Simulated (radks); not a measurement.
Ionisation of the strontium ion Sr10+, [Ar] 3d10, to [Ar] 3d9 as the strength of local exchange is varied. Calculated with a radial shooting solver on a logarithmic mesh with Libxc functionals: scalar-relativistic Kohn-Sham, Slater X-alpha exchange (alpha = 2/3 is LDA exchange), no correlation, spin-polarised, spherical densities, point nucleus.

[
 {"alpha": "0.641", "E(Sr10+) (hartree)": "-3138.38335", "exchange (hartree)": "-89.33535", "IE (eV)": "320.02", "-e of the level emptied (eV)": "299.65 (3d)", "<r> of it (bohr)": "0.4866"},
 {"alpha": "0.667", "E(Sr10+) (hartree)": "-3142.01360", "exchange (hartree)": "-93.05287", "IE (eV)": "321.81", "-e of the level emptied (eV)": "301.41 (3d)", "<r> of it (bohr)": "0.4855"},
 {"alpha": "0.759", "E(Sr10+) (hartree)": "-3154.88853", "exchange (hartree)": "-106.26589", "IE (eV)": "328.17", "-e of the level emptied (eV)": "307.71 (3d)", "<r> of it (bohr)": "0.4818"},
 {"alpha": "0.853", "E(Sr10+) (hartree)": "-3168.09079", "exchange (hartree)": "-119.86068", "IE (eV)": "334.74", "-e of the level emptied (eV)": "314.23 (3d)", "<r> of it (bohr)": "0.4780"},
 {"alpha": "0.985", "E(Sr10+) (hartree)": "-3186.71102", "exchange (hartree)": "-139.11246", "IE (eV)": "344.10", "-e of the level emptied (eV)": "323.51 (3d)", "<r> of it (bohr)": "0.4729"}
]

NIST Atomic Spectra Database: 324.1 eV (measured). The Delta-SCF value meets it near alpha = 0.70. Open shells are spherical and high-spin; term and fine-structure splittings are not resolved.
